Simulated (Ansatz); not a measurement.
Task: Name a neutral molecule of Ge, Se and H with LUMO energy (ωB97M-V/def2-TZVPP) between 1.10 and 1.40 eV and size of the dipole moment (B3LYP/def2-TZVPP) between 1.90 and 2.20 D (Ansatz, PBE0-D4/def2-TZVP geometry).

Result: `[GeH2]1[GeH2][Se]1` (1.15 eV, 1.95 D). Other molecules can fit too; these were computed, each in one conformer that needn't be the lowest.

B3LYP here is the variant with VWN-RPA as its local correlation; programs differ in this.
